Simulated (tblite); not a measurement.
Species: C3H6Cl2F2Si2.
Numbering: `[F:1][CH:2]([F:3])[Si@@H:4]1[CH2:5][C@H:6]1[SiH:7]([Cl:8])[Cl:9]` (hydrogens: H10 on C2; H11 on Si4; H12, H13 on C5; H14 on C6; H15 on Si7)

Structure optimised with GFN2-xTB, isolated species.

Problem. Give the optimised bond lengths and angles.

Solution. 
```tsv
bond	length (Å)
F1–C2	1.363
C2–F3	1.362
C2–Si4	1.929
Si4–C5	1.876
C5–C6	1.556
C6–Si7	1.883
Si7–Cl8	2.021
Si7–Cl9	2.015
Si4–C6	1.893
C2–H10	1.098
Si4–H11	1.447
C5–H12	1.082
C5–H13	1.080
C6–H14	1.085
Si7–H15	1.455
```

A selection of angles:
```tsv
angle	degrees
F1–C2–F3	105.6
F1–C2–Si4	110.7
F1–C2–H10	106.8
F3–C2–Si4	110.2
F3–C2–H10	107.0
Si4–C2–H10	115.9
C2–Si4–C5	114.7
C2–Si4–C6	113.6
C2–Si4–H11	112.6
C5–Si4–C6	48.8
C5–Si4–H11	126.4
C6–Si4–H11	126.4
Si4–C5–C6	66.2
Si4–C5–H12	122.4
Si4–C5–H13	118.6
C6–C5–H12	116.0
C6–C5–H13	115.3
H12–C5–H13	111.1
C5–C6–Si7	117.8
C5–C6–H14	113.1
Si7–C6–H14	112.3
Si4–C6–C5	65.0
Si4–C6–Si7	124.2
Si4–C6–H14	116.1
C6–Si7–Cl8	108.0
C6–Si7–Cl9	110.1
C6–Si7–H15	112.0
Cl8–Si7–Cl9	108.5
Cl8–Si7–H15	109.1
Cl9–Si7–H15	109.2
```

Dihedral angles: F1–C2–Si4–C5 142° (anticlinal); C2–Si4–C5–C6 -101° (anticlinal); Si4–C5–C6–Si7 -117° (anticlinal); C5–C6–Si7–Cl8 54° (synclinal); C2–Si4–C6–C5 103° (anticlinal).

Si7 (chlorine-bound silicon) is tetrahedral (angles from 108.0° to 112.0°). The C–Si distances run from 1.876 Å (Si4–C5, drawn single) to 1.929 Å (C2–Si4, drawn single), a spread of 0.053 Å. The 3-membered ring Si4–C5–C6 has internal angles of 48.8° to 66.2°. Si4 (SiH silicon) has angles from 48.8° to 126.4°.

Point group: C1 (no symmetry element, even within 0.4 Å). Its GFN2-xTB frequencies are all real (lowest 19 cm⁻¹). The numbers are those of one conformer. 3 starts were optimised and ended at 0.00, 0.47 and 1.48 kcal/mol (GFN2-xTB); the lowest of these is shown.

These are computed values.
